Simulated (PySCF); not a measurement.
Method: TPSSh-D3(BJ)/def2-TZVP // B3LYP-D3(BJ)/def2-SVP in PySCF. Isolated molecules, 0 K electronic values unless said otherwise. One relaxed conformer stands for a flexible species; it need not be the lowest. Delta-SCF ions had no search for a lower state. Excitations are Tamm–Dancoff values on a coarser integration grid. The basis has no diffuse functions, so Rydberg states are missing or too high.

Reference species (SMILES): `C(C)[Si](CC)(CC)CC` (neutral, multiplicity 1).

| Quantity | Result |
|---|---|
| S1 excitation (TDA) | 7.26 eV |
| vertical ionisation energy (Delta-SCF) | 9.02 eV |
| HOMO | -6.99 eV |

Changed species: `O(C)[Si](OC)(CC)CC` (2 of 4 OCH3 replaced by C2H5; the reference has 4 of 4 OCH3 replaced by C2H5).

### Question
Predict the effect on the S1 excitation (TDA), vertical ionisation energy (Delta-SCF) and HOMO.

### Answer
the S1 excitation (TDA) decreases by 0.37 eV, to 6.89 eV; the vertical ionisation energy (Delta-SCF) drops by 0.28 eV, to 8.74 eV; the HOMO goes up by 0.37 eV, to -6.62 eV.
